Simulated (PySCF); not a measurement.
Computed shifts of a molecule C4H11NSi, PBE/pcSseg-1 (PySCF), GIAO, gas phase, atoms alike by connectivity averaged where their shifts nearly agree, in ppm (number of nuclei): ¹³C: 188.6 (1), 55.1 (1), 22.9 (1), 21.1 (1). ¹⁵N: 458.8 (1). ²⁹Si: -72.5 (1). ¹H: 4.57 (3), 3.46 (2), 2.22 (3), 1.82 (3). References: ¹³C against TMS (σ = 182.0 ppm); ¹⁵N against NH3 (σ = 267.0 ppm); ²⁹Si against TMS (σ = 335.4 ppm); ¹H against TMS (σ = 31.49 ppm), references at their B3LYP-D3(BJ)/def2-TZVP geometries, non-relativistic. Geometry optimised at r2SCAN-D4/def2-SVP. One conformer was computed; it need not be the lowest.

Identify the compound among the candidates.
A) C/C=C/N(C)[SiH3]
B) C/N=C\CC[SiH3]
C) C=C(C)[C@@H](N)[SiH3]
D) CC/N=C(\C)[SiH3]

D, CC/N=C(\C)[SiH3]
